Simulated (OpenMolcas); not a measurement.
N2+, P2+, As2+, Sb2+, Bi2+: ns2 np down the group

* Program: OpenMolcas
* Method: CASSCF
* Basis: ANO-R2
* Scalar Hamiltonian: X2C, finite nucleus
* Spin-orbit coupling: state interaction with AMFI integrals over the reference wave functions, term energies averaged over their components

Active space for each ion: 3 electrons in 4 orbitals (s p).

Computed levels in cm-1 above 2P* 1/2:

```
                                Level  N2+  P2+  As2+  Sb2+   Bi2+
                              2P* 3/2  158  496  2595  5657  17532
weight of 2P* in the lowest level (%)  100  100   100   100    100
```

Measured, with the error of the calculation in %. Measured levels: N2+ from Moore, Selected Tables of Atomic Spectra, NSRDS-NBS 3, section 5; P2+ from Martin, Zalubas and Musgrove, J. Phys. Chem. Ref. Data 14, 751 (1985); As2+ from Moore, Atomic Energy Levels, vol. II, NSRDS-NBS 35 (1971 reprint of NBS Circular 467, 1952); Sb2+, Bi2+ from Moore, Atomic Energy Levels, vol. III, NSRDS-NBS 35 (1971 reprint of NBS Circular 467, 1958).

```csv
Level,N2+,P2+,As2+,Sb2+,Bi2+
2P* 3/2,174 (-9.6),559 (-11.4),2940 (-11.7),6576 (-14.0),20788 (-15.7)
```

The fine-structure level 2P* 3/2 changes by a factor of 111 from N2+ to Bi2+.

Computed and measured levels are paired by configuration, term and J; levels that our copy of the source lacks, or whose pairing is in doubt (as where it misses far off the trend of its configuration), stay unpaired and out of the deviations. Only configurations of the active space appear.

* marks odd parity.
